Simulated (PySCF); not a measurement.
Computed shifts of a molecule C2H7ClFNSi, PBE/pcSseg-1 in PySCF, GIAO, gas phase, atoms alike by connectivity averaged where their shifts nearly agree, in ppm (number of nuclei): ¹³C: 15.7 (1), 13.2 (1). ²⁹Si: 7.8 (1). ¹⁵N: 46.6 (1). ¹⁹F: -127.2 (1). ¹H: 1.72 (1), 1.60 (3), 1.40 (1), 1.29 (2). References: ¹³C against TMS (σ = 182.0 ppm); ²⁹Si against TMS (σ = 335.4 ppm); ¹⁵N against NH3 (σ = 267.0 ppm); ¹⁹F against CFCl3 (σ = 133.6 ppm); ³⁵Cl against HCl (σ = 936.5 ppm); ¹H against TMS (σ = 31.49 ppm), references at their B3LYP-D3(BJ)/def2-TZVP geometries, non-relativistic (without spin–orbit terms, shifts of atoms bonded to Cl or Br come out too high). Coordinates come from a PBE-D3(BJ)/def2-SVP optimisation. One conformer was computed; it need not be the lowest.

Question: Which structure fits?
(A) CN[Si@H](Cl)CF
(B) CNC[Si@@H](F)Cl
(C) CC[Si@](N)(F)Cl
(D) CN[Si@](C)(F)Cl

Answer: C, CC[Si@](N)(F)Cl
